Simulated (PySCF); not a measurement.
A calculated (UHF, PySCF 2.14, x2c-SVPall, the spin-free X2C one-electron Hamiltonian (Gaussian nucleus)) atom or ion has these occupied shells.

```
shell  electrons  orbital energy (eV)  rms radius, mean of both spins (bohr)
   1s          2              -259.78                                  0.377
```

Name the element and its charge.

B(3+) (boron, charge +3), in 1s2, closed-shell 1S.
